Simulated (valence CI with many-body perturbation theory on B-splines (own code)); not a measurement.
# I XXII in brief

Level of theory: valence CI with perturbative core correlation (CI+MBPT): four valence electrons over a frozen Dirac-Fock core [Ar] 3d10, a basis of 11 s, 11 p, 9 d, 7 f, 5 g, 2 h, 1 i functions for each j, with the one-electron correlation potential Σ1, the two-electron term Σ2, the three-electron term Σ3, Breit, model QED; selected CI, second order for the rest (own B-spline code, finite nucleus).

No measured levels were compared; by estimate levels hold to about 250 cm⁻¹ or 0.2 % of their energy and the worst to 1 %, as in measured heavy ions of charge 2 to 7; those with d or f electrons hold less well.

Levels are named by their leading jj configuration (3d3/2^4 stands for four electrons in 3d with j = 3/2), which in mixed levels can hold well under half, so a name can repeat and another be missing.

Rates and lifetimes use the calculated energies. Strong lines usually hold to 10 to 20 %, long lifetimes can be off by a factor of two.

(1) What is the ground level?

(2) Where does the other parity begin?

(3) Among levels below 179.60 eV, which E1 lines absorb most strongly from the ground level?

(4) What are the static dipole polarisabilities of the lowest levels?

(5) Name the longest-lived excited levels whose lifetime is computed, and their main decay.

(6) What is the ionisation energy?

(7) How well does LS coupling describe the low levels?

Results:

(1) (4s^2 4p1/2^2) J=0, composition 78 % 4s²4p² ³P + 21 % 4s²4p² ¹S.

(2) At (4s 4p1/2^2 4p3/2) J=2, 58.77 eV.

(3) to (4s^2 4p1/2 4d3/2) J=1 at 11.74 nm, f = 1.32; to (4s 4p1/2^2 4p3/2) J=1 at 18.36 nm, f = 0.373; to (4s 4p3/2^3) J=1 at 11.94 nm, f = 0.356.

(4) (4s^2 4p1/2^2) J=0 0.216; (4s^2 4p1/2 4p3/2) J=1 0.229 (tensor 0.0089); (4s^2 4p1/2 4p3/2) J=2 0.228 (tensor 0.011); (4s^2 4p3/2^2) J=2 0.238 (tensor 0.0076) bohr³, of which the core gives 0.0130.

(5) (4s^2 4p1/2 4p3/2) J=2 at 14.82 eV lives 7.49 ms, mostly by E2 to (4s^2 4p1/2^2) J=0; (4s^2 4p1/2 4p3/2) J=1 at 12.46 eV lives 69.7 μs, mostly by M1 to (4s^2 4p1/2^2) J=0; (4s^2 4p3/2 4d5/2) J=4 at 112.72 eV lives 67.9 μs, mostly by M1 to (4s^2 4p1/2 4d5/2) J=3.

(6) 650.03 eV; NIST lists 649 ± 4 eV (theoretical).

(7) Among the lowest 20 levels the leading LS term, summed over configurations, holds 68 % on average. For single configurations the figures are 65 % in LS and 83 % in jj coupling. Terms mix most in the J = 2 level at 93.64 eV, where the leading one holds 37 %.
